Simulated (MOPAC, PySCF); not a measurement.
H₄OSn, SMILES `[OH][SnH3]`, neutral singlet in the gas phase. 

Cartesian coordinates (Å):
SMILES: [OH][SnH3]
```xyz
6

O      1.4168     0.5652     0.0726
Sn    -0.4948    -0.0022    -0.0565
H      1.9939    -0.1936     0.2602
H     -1.2964     1.4730    -0.3872
H     -0.9704    -0.6967     1.4479
H     -0.6491    -1.1457    -1.3371
```
Charge 0, multiplicity 1.

All levels are single points at this geometry (PBE-D3(BJ)/def2-TZVP); Pople sets use spherical d functions. Orbital energies aren't observables, and empty levels follow the basis.

| level | HOMO (eV) | LUMO (eV) | gap (eV) | dipole (D) | vertical IE, Delta-SCF (eV) |
|---|---|---|---|---|---|
| PBE-D3(BJ)/def2-TZVP in PySCF | -6.58 | -1.43 | 5.15 | 1.68 | – |
| B3LYP/6-31G* (LANL2DZ on Sn) in PySCF | -7.53 | -0.54 | 6.99 | 1.96 | 10.40 |
| M06-2X/6-31G* (LANL2DZ on Sn) in PySCF | -9.50 | 0.32 | 9.83 | 2.05 | – |
| PBE/6-31G* (LANL2DZ on Sn) in PySCF | -6.11 | -1.13 | 4.98 | 1.80 | – |
| SVWN5/6-31G* (LANL2DZ on Sn) in PySCF | -6.20 | -1.27 | 4.93 | 1.87 | 10.20 |
| HF/6-31G* (LANL2DZ on Sn) in PySCF | -11.93 | 2.46 | 14.39 | 2.38 | – |
| AM1 in MOPAC | -9.91 | -0.02 | 9.90 | 2.51 | – |
| PM6 in MOPAC | -10.31 | 1.14 | 11.46 | 3.16 | – |
| PM7 in MOPAC | -10.42 | 2.50 | 12.92 | 3.21 | – |
